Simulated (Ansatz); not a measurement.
CH3 (SMILES [CH3+]), charge 1, multiplicity 1, relaxed at each level with Ansatz (an electronic-structure program); harmonic frequencies from differences of analytic forces, average atomic masses, frozen cores.

| level | C1–H2 (Å) | C1–H3 (Å) | C1–H4 (Å) | H2–C1–H3 (°) | H2–C1–H4 (°) | H3–C1–H4 (°) | dipole (D) |
|---|---|---|---|---|---|---|---|
| HF/def2-TZVPP | 1.0796 | 1.0796 | 1.0796 | 120.0 | 120.0 | 120.0 | - |
| PBE/def2-TZVPP | 1.1004 | 1.1004 | 1.1004 | 120.0 | 120.0 | 120.0 | - |
| r2SCAN/def2-TZVPP | 1.0914 | 1.0914 | 1.0914 | 120.0 | 120.0 | 120.0 | - |
| B3LYP/def2-TZVPP | 1.0910 | 1.0910 | 1.0910 | 120.0 | 120.0 | 120.0 | - |
| PBE0/def2-TZVPP | 1.0925 | 1.0925 | 1.0925 | 120.0 | 120.0 | 120.0 | - |
| wB97X-V/def2-TZVPP | 1.0930 | 1.0930 | 1.0930 | 120.0 | 120.0 | 120.0 | - |
| MP2/cc-pVTZ | 1.0864 | 1.0864 | 1.0864 | 120.0 | 120.0 | 120.0 | - |
| CCSD(T)/cc-pVDZ | 1.1051 | 1.1051 | 1.1051 | 120.0 | 120.0 | 120.0 | - |
| CCSD(T)/cc-pVTZ | 1.0904 | 1.0904 | 1.0904 | 120.0 | 120.0 | 120.0 | - |
| CCSD(T)/cc-pVQZ | 1.0891 | 1.0891 | 1.0891 | 120.0 | 120.0 | 120.0 | - |
